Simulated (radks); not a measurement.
Species: Pb32+. Configuration: [Kr] 4d10 4f4 (the NIST ground configuration).

Method: non-relativistic Kohn-Sham, LB94 model potential, spin-polarised, spherical densities, point nucleus; open shells are filled with parallel spins first (spin-orbit coupling, left out, can overturn this in heavy ions); relativity is left out, which matters for an element this heavy; computed with a radial shooting solver on a logarithmic mesh with Libxc functionals.

Energy parts (Ry):
part                   energy
kinetic            38039.2203
electron-nucleus  -86002.8252
Hartree            10593.9404
(The LB94 potential has no energy functional, so no total or exchange-correlation energy is given.)

Orbitals (lengths in bohr, moments of r in powers of bohr):
[
 {"orbital": "1s up", "occ.": "1", "eigenvalue (Ry)": "-5907.630", "<r^2>": "0.0004544", "<r>": "0.01844"},
 {"orbital": "1s down", "occ.": "1", "eigenvalue (Ry)": "-5907.630", "<r^2>": "0.0004544", "<r>": "0.01844"},
 {"orbital": "2s up", "occ.": "1", "eigenvalue (Ry)": "-1068.557", "<r^2>": "0.007043", "<r>": "0.07754"},
 {"orbital": "2s down", "occ.": "1", "eigenvalue (Ry)": "-1068.575", "<r^2>": "0.007043", "<r>": "0.07754"},
 {"orbital": "2p up", "occ.": "3", "eigenvalue (Ry)": "-1032.677", "<r^2>": "0.005186", "<r>": "0.06546"},
 {"orbital": "2p down", "occ.": "3", "eigenvalue (Ry)": "-1032.690", "<r^2>": "0.005186", "<r>": "0.06547"},
 {"orbital": "3s up", "occ.": "1", "eigenvalue (Ry)": "-320.7192", "<r^2>": "0.04282", "<r>": "0.1940"},
 {"orbital": "3s down", "occ.": "1", "eigenvalue (Ry)": "-320.6271", "<r^2>": "0.04275", "<r>": "0.1939"},
 {"orbital": "3p up", "occ.": "3", "eigenvalue (Ry)": "-303.6655", "<r^2>": "0.03929", "<r>": "0.1845"},
 {"orbital": "3p down", "occ.": "3", "eigenvalue (Ry)": "-303.5943", "<r^2>": "0.03922", "<r>": "0.1844"},
 {"orbital": "3d up", "occ.": "5", "eigenvalue (Ry)": "-271.7698", "<r^2>": "0.03010", "<r>": "0.1608"},
 {"orbital": "3d down", "occ.": "5", "eigenvalue (Ry)": "-271.7440", "<r^2>": "0.03005", "<r>": "0.1607"},
 {"orbital": "4s up", "occ.": "1", "eigenvalue (Ry)": "-129.9810", "<r^2>": "0.1831", "<r>": "0.4041"},
 {"orbital": "4s down", "occ.": "1", "eigenvalue (Ry)": "-129.4918", "<r^2>": "0.1836", "<r>": "0.4046"},
 {"orbital": "4p up", "occ.": "3", "eigenvalue (Ry)": "-122.3853", "<r^2>": "0.1830", "<r>": "0.4026"},
 {"orbital": "4p down", "occ.": "3", "eigenvalue (Ry)": "-121.8940", "<r^2>": "0.1835", "<r>": "0.4032"},
 {"orbital": "4d up", "occ.": "5", "eigenvalue (Ry)": "-108.5064", "<r^2>": "0.1787", "<r>": "0.3954"},
 {"orbital": "4d down", "occ.": "5", "eigenvalue (Ry)": "-108.0107", "<r^2>": "0.1793", "<r>": "0.3961"},
 {"orbital": "4f up", "occ.": "4", "eigenvalue (Ry)": "-90.44700", "<r^2>": "0.1575", "<r>": "0.3708"},
 {"orbital": "4f down", "occ.": "0", "eigenvalue (Ry)": "-89.98184", "<r^2>": "0.1578", "<r>": "0.3711"}
]

The highest occupied level is 4f up at -1230.6 eV. The electron density at the nucleus is 3.963e+05 e/bohr^3. Summed over all electrons, <r^2> = 4.554 bohr^2, which gives a Langevin (diamagnetic) susceptibility term of -3.61 x 10^-6 cm^3/mol. The spin density at the nucleus is -0.301 e/bohr^3 (1s 0.018, 2s 0.463, 3s -7.221, 4s 6.439). For comparison, the ionisation energy in NIST's Atomic Spectra Database is 1240 eV (theoretical). In exact Kohn-Sham theory the highest level is minus the ionisation energy, but local and semilocal functionals leave it too shallow, through self-interaction and a potential that decays too fast; potentials with the right tail come closer. The density falls to 0.001 e/bohr^3 at r = 1.14 bohr. Spin moment in Bohr magnetons: 4.
